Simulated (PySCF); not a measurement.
SnI4, optimised at PBE/def2-SVP:

```xyz
5

Sn    -0.0149     0.0096    -0.0163
I     -0.0152     1.0820    -2.5120
I     -0.0216    -2.7009    -0.1951
I      2.2074     0.8225     1.3174
I     -2.2302     0.8331     1.3226
```

Energies from PySCF (xtb for GFN2), thermal terms from the rigid-rotor harmonic-oscillator model, ideal gas at 1 bar. All species are closed-shell singlets. I, Sn: scalar-relativistic def2 core potential, no spin-orbit coupling.

Problem. List the harmonic frequencies (cm⁻¹, unscaled) at this level and at the other levels, each on its own geometry.

Solution. 
- PBE/def2-SVP: 40, 40, 59, 59, 59, 140, 209, 210, 210
- GFN2-xTB: 41, 41, 55, 55, 55, 129, 209, 209, 209
- PBE0/def2-TZVP: 42, 42, 63, 63, 63, 152, 220, 220, 220
